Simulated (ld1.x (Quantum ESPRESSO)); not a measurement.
**Cutoff test, Zn (Z = 30), TM**

* Element: zinc
* Generator: ld1.x (Quantum ESPRESSO) 7.5
* Type: norm-conserving Troullier–Martins (Kleinman–Bylander form)
* Functional: PBE
* Relativity: scalar-relativistic
* Frozen core: [Ar]
* Valence charge: 12
* Reference configuration: 3d10 4s2 4p0
* Partial waves: 4s (bound): rc 1.74 bohr; 4p (bound, empty): rc 2.86 bohr; 3d (bound): rc 1.30 bohr
* Local potential: all-electron potential smoothed inside 1.74 bohr (lloc = -2)
* Core correction: none

The pseudo-atom Hamiltonian at the reference potential is diagonalised in spherical Bessel functions j_l(qr) that vanish at 20 bohr, with q² up to the cutoff. All-electron valence levels (Ry): 4s -0.4394, 4p -0.0820, 3d -0.7453.

Task: How do the lowest levels (Ry) of each channel move with the cutoff, and are there ghosts?

Result:

```json
{"cutoff (Ry)": "8", "s #1": "-0.4284", "p #1": "-0.0817", "d #1": "0.0656", "f #1": "0.1145", "Σ f·Δε (mRy)": "8131.4"}
{"cutoff (Ry)": "18", "s #1": "-0.4370", "p #1": "-0.0820", "d #1": "0.0656", "f #1": "0.1145", "Σ f·Δε (mRy)": "8113.4"}
{"cutoff (Ry)": "35", "s #1": "-0.4392", "p #1": "-0.0820", "d #1": "0.0654", "f #1": "0.1145", "Σ f·Δε (mRy)": "8107.8"}
{"cutoff (Ry)": "55", "s #1": "-0.4394", "p #1": "-0.0820", "d #1": "0.0646", "f #1": "0.1145", "Σ f·Δε (mRy)": "8099.3"}
{"cutoff (Ry)": "90", "s #1": "-0.4394", "p #1": "-0.0820", "d #1": "-0.5366", "f #1": "0.1145", "Σ f·Δε (mRy)": "2087.4"}
{"cutoff (Ry)": "140", "s #1": "-0.4394", "p #1": "-0.0820", "d #1": "-0.7426", "f #1": "0.1145", "Σ f·Δε (mRy)": "26.6"}
{"cutoff (Ry)": "230", "s #1": "-0.4394", "p #1": "-0.0820", "d #1": "-0.7450", "f #1": "0.1145", "Σ f·Δε (mRy)": "2.8"}
{"cutoff (Ry)": "400", "s #1": "-0.4394", "p #1": "-0.0820", "d #1": "-0.7453", "f #1": "0.1145", "Σ f·Δε (mRy)": "0.0"}
```

Result: no extra level below or beside the all-electron valence levels (s, p, d, f tested); 10 mRy is reached at 160 Ry and 1 mRy at 300 Ry.

Its largest configuration-test error is -673 meV.
